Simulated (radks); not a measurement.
Values are calculated unless marked as measured or tabulated.
Problem. Ge XVI, 17 electrons, occupied as [Ne] 3s2 3p(up 3, down 2). Level of theory: scalar-relativistic Kohn-Sham, BLYP, spin-polarised, spherical densities, finite nucleus; Fermi nuclear charge, rms radius 4.0742 fm (a radial shooting solver on a logarithmic mesh with Libxc functionals). Some entries of the table are withheld. Estimate them.

orbital  occ.  eigenvalue (hartree)  <1/r> (bohr^-1)  r(max) (bohr)
1s up       1             -422.1207            32.38        0.03073
1s down     1             -422.0845            32.38        0.03073
2s up       1             -69.62935            7.147            (1)
2s down     1             -69.60260            7.147            (2)
2p up       3             -63.34980            6.999         0.1409
2p down     3             -63.31047            6.998         0.1410
3s up       1             -22.30591            2.644         0.5053
3s down     1             -22.18463            2.641         0.5055
3p up       3             -20.32094            2.550         0.4941
3p down     2             -20.20046            2.547         0.4943

Solution. 
(1) 2s up r(max) (bohr): 0.1757
(2) 2s down r(max) (bohr): 0.1757
